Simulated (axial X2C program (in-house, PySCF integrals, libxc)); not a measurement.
Excited states of NaSr⁺ by EOM-EE-CCSD

Calculated with an axial X2C code built on PySCF integrals: two-component X2C with atomic mean-field Coulomb and Gaunt terms, Gaussian nuclei, basis Sr dyall-acv3z, Na dyall-acv3z with contracted cores.

R = 3.670 Å (near the PBE0 minimum at charge 1 of the determinant lowest at the starting distance; the state shown can have its own minimum elsewhere).

Hartree–Fock spinors of NaSr⁺ (one of each Kramers pair; a window near the gap, which can cut inner shells):

| ω | occupied | ε (eV) | character |
| --- | --- | --- | --- |
| 1/2 | yes | -9.12 | 52% Sr s, 24% Na s, 14% Na p |
| 1/2 | no | -3.66 | 42% Sr p, 28% Na s, 14% Sr s |
| 1/2 | no | -2.76 | 61% Sr p, 31% Na p, 6% Na d |
| 3/2 | no | -2.74 | 60% Sr p, 32% Na p, 6% Na d |
| 1/2 | no | -2.28 | 37% Na p, 22% Sr p, 21% Na s |
| 1/2 | no | -1.89 | 50% Sr d, 27% Na p, 17% Sr p |
| 3/2 | no | -1.88 | 50% Sr d, 26% Na p, 18% Sr p |

Vertical excitation energies from the closed-shell determinant state of NaSr⁺:

```json
{"Ω": "0⁻", "excitation (eV)": "1.256", "cm⁻¹": "10127", "hole of the leading pair": "52% Sr sσ, 24% Na sσ, 14% Na pσ", "particle of the leading pair": "37% Sr pσ, 20% Na sσ, 20% Sr sσ", "weight of the pair (for Ω = 0 its time-reversed partner can hold as much again)": "0.49", "singles weight": "0.98"}
{"Ω": "1", "excitation (eV)": "1.256", "cm⁻¹": "10129", "hole of the leading pair": "52% Sr sσ, 24% Na sσ, 14% Na pσ", "particle of the leading pair": "37% Sr pσ, 20% Na sσ, 20% Sr sσ", "weight of the pair (for Ω = 0 its time-reversed partner can hold as much again)": "0.98", "singles weight": "0.98"}
{"Ω": "0⁺", "excitation (eV)": "2.080", "cm⁻¹": "16774", "hole of the leading pair": "52% Sr sσ, 24% Na sσ, 14% Na pσ", "particle of the leading pair": "39% Sr pπ, 28% Sr dπ, 20% Na pπ", "weight of the pair (for Ω = 0 its time-reversed partner can hold as much again)": "0.49", "singles weight": "0.98"}
{"Ω": "0⁻", "excitation (eV)": "2.081", "cm⁻¹": "16781", "hole of the leading pair": "52% Sr sσ, 24% Na sσ, 14% Na pσ", "particle of the leading pair": "39% Sr pπ, 28% Sr dπ, 20% Na pπ", "weight of the pair (for Ω = 0 its time-reversed partner can hold as much again)": "0.49", "singles weight": "0.98"}
{"Ω": "1", "excitation (eV)": "2.094", "cm⁻¹": "16893", "hole of the leading pair": "52% Sr sσ, 24% Na sσ, 14% Na pσ", "particle of the leading pair": "39% Sr pπ, 28% Sr dπ, 20% Na pπ", "weight of the pair (for Ω = 0 its time-reversed partner can hold as much again)": "0.50", "singles weight": "0.98"}
{"Ω": "2", "excitation (eV)": "2.108", "cm⁻¹": "17006", "hole of the leading pair": "52% Sr sσ, 24% Na sσ, 14% Na pσ", "particle of the leading pair": "37% Sr pπ, 30% Sr dπ, 20% Na pπ", "weight of the pair (for Ω = 0 its time-reversed partner can hold as much again)": "0.98", "singles weight": "0.98"}
{"Ω": "0⁺", "excitation (eV)": "2.674", "cm⁻¹": "21569", "hole of the leading pair": "52% Sr sσ, 24% Na sσ, 14% Na pσ", "particle of the leading pair": "38% Sr pσ, 27% Na sσ, 16% Sr sσ", "weight of the pair (for Ω = 0 its time-reversed partner can hold as much again)": "0.45", "singles weight": "0.90"}
{"Ω": "0⁻", "excitation (eV)": "2.979", "cm⁻¹": "24025", "hole of the leading pair": "52% Sr sσ, 24% Na sσ, 14% Na pσ", "particle of the leading pair": "71% Sr dσ, 19% Sr pσ", "weight of the pair (for Ω = 0 its time-reversed partner can hold as much again)": "0.46", "singles weight": "0.92"}
{"Ω": "1", "excitation (eV)": "2.979", "cm⁻¹": "24028", "hole of the leading pair": "52% Sr sσ, 24% Na sσ, 14% Na pσ", "particle of the leading pair": "72% Sr dσ, 19% Sr pσ", "weight of the pair (for Ω = 0 its time-reversed partner can hold as much again)": "0.92", "singles weight": "0.92"}
```

This point took 88 s on 1 thread of Arm Neoverse V1, with other jobs on the host.

Reference electrons by ω block (each with its −ω partner): 1/2: 17, 3/2: 6, 5/2: 1. 18 electrons of NaSr⁺ correlated (inner shells frozen), 84 natural virtual spinors (a truncated set); levels can be off by some tenths of an eV. Roots sought by Ω: (0: 5, 1: 4, 2: 3, 3: 1); the list ends where they run out and leaves out roots under 60 % singles weight. The solver can skip a root, and states that need a further excitation, which the method places far too high, are missing though they may lie low or lowest. T1 of the reference 0.014 (Lee–Taylor). Number of frozen shells: Sr 3 s, 2 p, 1 d; Na 1 s.
